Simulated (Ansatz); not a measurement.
Consider the formal loss of a carbene: `[CH3][Zn][Br]` → `[CH2]` (triplet) + `[ZnH][Br]`.

Program: Ansatz. Geometries: PBE0-D4/def2-TZVP. ΔE: electronic, gas phase. CBS: MP2 limit from def2 TZ/QZ plus the TZ coupled-cluster correction, frozen cores. This one scheme is used for every species. Triplets are unrestricted, without spin–orbit coupling. For Br, Zn outer-core shells are correlated without core-valence functions, which leaves a few kJ/mol of doubt a bond. Scalar relativity is left out up to krypton.

| level | ΔE (kJ/mol) |
| --- | --- |
| MP2/def2-SVP | 456.8 |
| CCSD/def2-SVP | 435.0 |

**Question.** What does CCSD(T)/CBS give? (An estimate is asked.)

**Answer.** The calculation gave: +470.5 kJ/mol. The listed levels differ from it by -13.7, -35.5 kJ/mol.

Largest T1 diagnostic among the species: 0.012.

From r2SCAN to r2SCAN0 (25 % exact exchange), in def2-TZVPP and without D4, ΔE moves by −5.7 kJ/mol. Leaving LDA and LC-ωPBE aside and taking each functional with its dispersion term where it has one, the values, not all of them listed here, spread over 34.8 kJ/mol, from r2SCAN0-D4 to ωB97X-V. LDA lies +67.4 kJ/mol from PBE without D4. In def2-TZVPP, CCSD(T) changes the Hartree–Fock value by +145.7 kJ/mol (the triples alone add +12.3 kJ/mol) and MP2 by +164.2 kJ/mol.
